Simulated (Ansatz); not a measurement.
`[SiH3][GaH][O][SbH2]` → `[GaH2][O][SbH2]` + `[SiH2]` at 500 K and 1 bar (silylene loss).

Calculated with Ansatz (gas phase, PBE0-D4/def2-TZVP geometries, no zero-point term in ΔE). CCSD(T)/CBS adds triple-zeta CCSD(T) − MP2 to the extrapolated MP2 energy (def2 sets, frozen cores). This one scheme is used for every species. def2 core potentials past Kr. For Ga, Sb outer-core shells are correlated without core-valence functions, which leaves a few kJ/mol of doubt a bond. Scalar relativity is left out up to krypton. One conformer a species, not always the lowest.

| species | CCSD(T)/CBS energy (Eh) | H − E (kJ/mol) | S (J/(mol·K)) |
| --- | --- | --- | --- |
| `[SiH3][GaH][O][SbH2]` | -2531.82516 | 182.3 | 482.4 |
| `[GaH2][O][SbH2]` | -2241.53579 | 119.2 | 400.4 |
| `[SiH2]` | -290.19011 | 48.0 | 226.5 |

H − E and S are ideal-gas, rigid-rotor, harmonic terms from PBE0-D4/def2-TZVP, for one conformer and one mirror image of each species. 1 Eh = 2625.50 kJ/mol, R = 8.31446 J/(mol·K).

Question: By hand: ΔE, ΔH, ΔS and ΔG.

Answer: ΔE = (-2241.53579) + (-290.19011) − (-2531.82516) = 0.09926 Eh = 260.6 kJ/mol. Δ(H − E) = 119.2 + 48.0 − 182.3 = -15.1, so ΔH = 245.5 kJ/mol. ΔS = 400.4 + 226.5 − 482.4 = 144.5 J/(mol·K). ΔG = 245.5 − 500 × (144.5)/1000 = 173.2 kJ/mol.

Question: By hand: the equilibrium constant, and the temperature at which ΔG would vanish if ΔH and ΔS stayed fixed.

Answer: log₁₀ K = −ΔG/(RT ln 10) = -18.1. ΔG = 0 at ΔH/ΔS = 1699 K.

The number of gas molecules changes by +1, which sets the sign of ΔS. A doubt of 5 kJ/mol in ΔE shifts log₁₀ K by 0.5 here. Other conformers and mirror images would add mixing entropy, several J/(mol·K) or more a flexible species. Modes under 60 cm⁻¹, often nearly free rotors, make the harmonic entropy too high. These are equilibria of isolated gas molecules and say nothing of rates. Largest T1 diagnostic: 0.016 (customary marks: 0.02 for closed shells, 0.045 for open ones).
